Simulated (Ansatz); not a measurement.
Cl₂Hg, singlet, at a GFN2-xTB geometry (such geometries of metal compounds can be far from the true shape) (core potentials on Hg); R2SCAN/def2-SV(P) (Ansatz, a quantum-chemistry and plane-wave program).

Input for Ansatz:
Ansatz 0.2 input:
```yaml
crystal:
  periodic: [false, false, false]
  atoms:
    - {symbol: Hg, position_ang: [0.00000000, 0.00000000, 0.00000000]}
    - {symbol: Cl, position_ang: [0.00000000, 0.00000000, 2.30126892]}
    - {symbol: Cl, position_ang: [-0.00000000, -0.00000000, -2.30126892]}
basis:
  gaussian:
    orbitals: def2-SV_P_.json
hamiltonian:
  xc: r2scan
output: {forces: true}
```
The basis file holds def2-SV(P) in the JSON format of the Basis Set Exchange.

It wrote (shortened):

```
Functional definition: r2SCAN
664 factors; their error is unknown
mean field evaluation 1: about -29213.6895 eV, gradient 2.8e1 eV
mean field evaluation 2: about -29209.2533 eV, gradient 5.0e1 eV
mean field evaluation 4: about -29215.8719 eV, gradient 7.3e-1 eV
mean field evaluation 8: about -29215.8253 eV, gradient 1.5e-2 eV
mean field -29215.82532202 eV, -1073.6617773865 hartree, gradient 4.3e-6 eV, S^2 0.000000; 0 other end points of the search recorded, 0 dependent functions left out
the calculation of the forces begins
reference -29215.82533023 eV, -1073.6617776883 hartree; 27, 27 occupied and 34, 34 virtual orbitals, 664 factors
Total energy: -29215.82533023 eV, -1073.6617776883 hartree
Atom 0 at     0.000000     0.000000     0.000000 Å, force     0.000000     0.000000    -0.000000 eV/Å
Atom 1 at     0.000000     0.000000     2.301269 Å, force    -0.000000    -0.000000     0.035843 eV/Å
Atom 2 at    -0.000000    -0.000000    -2.301269 Å, force    -0.000000    -0.000000    -0.035843 eV/Å
Dipole moment:     0.000000     0.000000    -0.000000 e Å
```
